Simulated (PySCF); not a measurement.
## Bond length, frequency and bond energy of MgGe by level of theory

State: ³Σ⁻ (triplet), unpaired electrons π ↑↑. Set-up: basis Mg cc-pVDZ, Ge cc-pVDZ-PP with ECP10; scalar-relativistic core potentials; PySCF 2.14. De refers to Mg + Ge in their high-spin ground configurations, without counterpoise correction. The functionals are run spin-unrestricted. A positive dipole means Mg(−)Ge(+). Levels whose curve was spin-contaminated or gave no clean fit are not listed.

| Level | Re (Å) | ωe (cm⁻¹) | De (eV) | μ (D) |
| --- | --- | --- | --- | --- |
| ROHF | 2.842 | 136 | 0.194 | -2.99 |
| ROHF-MP2 | 2.596 | 253 | 0.76 | n/a |
| ROHF-SCS-MP2 | 2.628 | 234 | 0.62 | n/a |
| ROHF-CCSD | 2.636 | 239 | 0.67 | n/a |
| ROHF-CCSD(T) | 2.616 | 253 | 0.79 | n/a |
| PBE | 2.598 | 254 | 1.15 | -2.85 |
| TPSS | 2.590 | 257 | 1.13 | -2.95 |
| B97-3 | 2.615 | 243 | 0.89 | -3.18 |
| ωB97X | 2.600 | 239 | 0.78 | -3.23 |

(1) Which functional lies closest to ROHF-CCSD(T) in De, which farthest, and by how much do they differ from it?

(2) What does the triples do here, going from ROHF-CCSD to ROHF-CCSD(T)?

(3) What does all correlation do here, going from ROHF to ROHF-CCSD(T)?

Correlated steps freeze 5 core orbitals. Correlated levels converge slowly with the basis: in double zeta they bind strong bonds too weakly, by up to about 1 eV, and carry superposition errors of some tenths. Spin–orbit coupling is left out. UHF is strongly spin-contaminated for MgGe, so the ROHF reference used there is far from stable. The state is the lowest determinant that a PBE0 search found; another state may lie lower at other levels.

The whole job (state search and all levels along the bond) took about 2.3 min on 1 thread of Intel Xeon Platinum 8488C (shared host), peak memory 0.48 GiB.

Answers

(1) Closest is ωB97X (-1.6 pm in Re, -5.5 % in ωe, -0.01 eV in De against ROHF-CCSD(T) in the same basis), farthest PBE (-1.8 pm in Re, +0.4 % in ωe, +0.36 eV in De). CCSD(T) converges more slowly with the basis than the functionals do and binds too weakly in this one, so the order can change at the basis-set limit.

(2) ROHF-CCSD(T) less ROHF-CCSD: -2.0 pm in Re, +5.9 % in ωe, +0.12 eV in De. Correlation nearly always deepens the well. The bond shortens, as in weak, metallic or heavy-atom bonds, where dispersion and the correlation of outer-core electrons pull the atoms together.

(3) ROHF-CCSD(T) less ROHF: -22.6 pm in Re, +86.0 % in ωe, +0.60 eV in De. Correlation nearly always deepens the well. The bond shortens, as in weak, metallic or heavy-atom bonds, where dispersion and the correlation of outer-core electrons pull the atoms together.
